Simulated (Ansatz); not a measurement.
Reaction (ligand exchange at the Si–C bond): `C[SiH2]C[SiH2]F` + `N[SiH2][SiH3]` → `F[SiH2]N[SiH2][SiH3]` + `C[SiH2]C`

Computed with Ansatz on PBE0-D4/def2-TZVP structures; ΔE is electronic, products minus reactants. CBS: MP2 limit from def2 TZ/QZ plus the TZ coupled-cluster correction, frozen cores. This one scheme is used for every species. DFT in def2-TZVPP. B3LYP here is the variant with VWN-RPA as its local correlation; programs differ in this. One conformer a species, not always the lowest.

`C[SiH2]C[SiH2]F`:

Z-matrix (Å, degrees):
```
C
Si 1 1.869
H 1 1.093 2 110.9
H 1 1.092 2 110.8 3 -120.0
H 1 1.093 2 110.9 3 120.1
C 2 1.878 1 111.3 3 -60.1
H 2 1.490 1 109.9 3 179.0
H 2 1.490 1 109.9 3 60.8
Si 6 1.850 2 115.1 1 179.9
H 6 1.096 2 108.4 1 -58.2
H 6 1.096 2 108.4 1 58.0
F 9 1.605 6 110.0 2 179.9
H 9 1.484 6 111.2 2 61.5
H 9 1.484 6 111.2 2 -61.6
```

`N[SiH2][SiH3]`:

Z-matrix (Å, degrees):
```
Si
Si 1 2.341
N 1 1.724 2 108.6
H 1 1.497 2 108.1 3 -126.1
H 1 1.488 2 110.7 3 117.7
H 2 1.489 1 110.3 3 173.7
H 2 1.491 1 110.1 3 54.6
H 2 1.488 1 111.4 3 -65.4
H 3 1.008 1 119.6 2 167.4
H 3 1.007 1 119.6 2 -50.6
```

`F[SiH2]N[SiH2][SiH3]`:

Cartesian coordinates in Å:
```
F 2.292 -1.767 -0.445
Si 0.807 -2.208 -0.037
N -0.100 -0.918 0.615
Si -1.007 0.290 -0.248
Si -0.079 2.425 0.014
H 0.959 -3.265 0.989
H 0.154 -2.672 -1.279
H 0.006 -0.766 1.609
H -0.981 -0.118 -1.678
H -2.425 0.314 0.212
H 1.285 2.479 -0.576
H 0.022 2.752 1.464
H -0.933 3.454 -0.640
```

`C[SiH2]C`:

Z-matrix (Å, degrees):
```
C
Si 1 1.872
H 1 1.093 2 110.9
H 1 1.092 2 111.0 3 120.0
H 1 1.093 2 110.9 3 -120.0
C 2 1.872 1 111.5 3 60.0
H 2 1.491 1 109.5 3 -178.7
H 2 1.491 1 109.5 3 -61.3
H 6 1.092 2 111.0 1 -180.0
H 6 1.093 2 110.9 1 -60.0
H 6 1.093 2 110.9 1 60.0
```

```
             level  ΔE (kJ/mol)
           ωB97M-V        -67.9
             B3LYP        -70.7
SCS-MP2/def2-TZVPP        -71.9
     MP2/CBS(def2)        -69.6
```

Q: What does CCSD(T)/CBS give? (Best estimate.)

A: The calculation gave: -69.1 kJ/mol. The listed levels differ from it by 1.2, -1.6, -2.8, -0.5 kJ/mol.

Largest T1 diagnostic among the species: 0.012.

In def2-TZVPP, CCSD(T) changes the Hartree–Fock value by +6.9 kJ/mol (the triples alone add +0.6 kJ/mol) and MP2 by +6.4 kJ/mol.

CCSD(T)/CBS has its own doubt, a few kJ/mol and more with outer-core shells, so smaller differences from it don't rank the levels.
